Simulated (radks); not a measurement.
Excited configurations of neutral iron: one electron is placed in a higher orbital outside [Ar] 3d6 4s1. The ground configuration is [Ar] 3d6 4s2. Method: scalar-relativistic Kohn-Sham, BLYP, spin-polarised, spherical densities, finite nucleus; open shells are filled with parallel spins first; Fermi nuclear charge, rms radius 3.7377 fm; computed with a radial shooting solver on a logarithmic mesh with Libxc functionals. Excitation = E - E(ground); binding = E(ion) - E, where the ion is the core of charge +1; n* = 1/sqrt(2 binding) in atomic units, and the quantum defect is n - n*.

4d: excitation (eV) 6.445; binding (eV) 1.608; n* 2.909; eigenvalue (eV) -0.622
6s: excitation (eV) 6.641; binding (eV) 1.412; n* 3.104; eigenvalue (eV) -0.830
7f: excitation (eV) 7.647; binding (eV) 0.407; n* 5.785; eigenvalue (eV) -0.274

The Delta-SCF ionisation energy is 8.053 eV (NIST Atomic Spectra Database: 7.902 eV, measured). Self-interaction in the functional shifts the binding energies and quantum defects, so they are the method's values and not measured ones. Open shells are spherical and high-spin; term and fine-structure splittings are not resolved.
